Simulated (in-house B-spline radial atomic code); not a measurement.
# Ionising Mn⁴⁺ with different functionals

Computed with an all-electron radial atomic-structure program (B-spline basis): scalar-relativistic (spin-free X2C) Hamiltonian, Fermi nucleus of rms radius 3.7057 fm, spin-polarised at highest spin, spherical fractional occupations for the functionals, the average over the highest-spin determinants for Hartree-Fock. The ionisation energy is the difference of two self-consistent energies, [Ar] 3d3 → [Ar] 3d2, without Breit or QED terms; ε is the level of the shell that loses the electron (its least bound occupied spin orbital).

Hybrids are left out here: with spherical fractional occupations of an open shell their exact exchange keeps a self-interaction that integer-occupation calculations don't have.

| method | rung | ΔSCF (eV) | -ε(3d) (eV) |
| --- | --- | --- | --- |
| Hartree-Fock | Hartree-Fock | 71.49 | 73.19 |
| LDA VWN5 | LDA | 73.07 | 62.47 |
| LDA PW92 | LDA | 73.06 | 62.46 |
| LDA exchange-only | LDA | 71.43 | 60.91 |
| PBE | GGA | 72.84 | 62.26 |
| PBEsol | GGA | 72.81 | 62.23 |
| BLYP | GGA | 72.75 | 62.15 |
| RPBE | GGA | 72.78 | 62.19 |
| PW91 | GGA | 72.96 | 62.37 |
| BP86 | GGA | 72.86 | 62.27 |
| AM05 | GGA | 72.82 | 62.23 |
| OLYP | GGA | ? | ? |
| TPSS | meta-GGA | 72.70 | 62.13 |
| SCAN | meta-GGA | 72.88 | 62.41 |
| r2SCAN | meta-GGA | ? | ? |
| revTPSS | meta-GGA | 72.58 | 62.03 |

Q: What does r2SCAN give?

A: ΔSCF 72.94 eV, and -ε(3d) = 62.46 eV.

Q: What does OLYP give?

A: ΔSCF 73.26 eV, and -ε(3d) = 62.62 eV.

Q: How do they compare with the NIST value?

A: NIST lists 72.4 eV ± 0.1 (semi-empirical, ground level to ground level). Errors run from -0.98 to +0.85 eV; revTPSS is closest (+0.17 eV), but part of that can be cancellation, since the calculations leave out spin-orbit coupling, Breit-QED terms, multiplet and fine-structure energies. Hartree-Fock also lacks correlation.
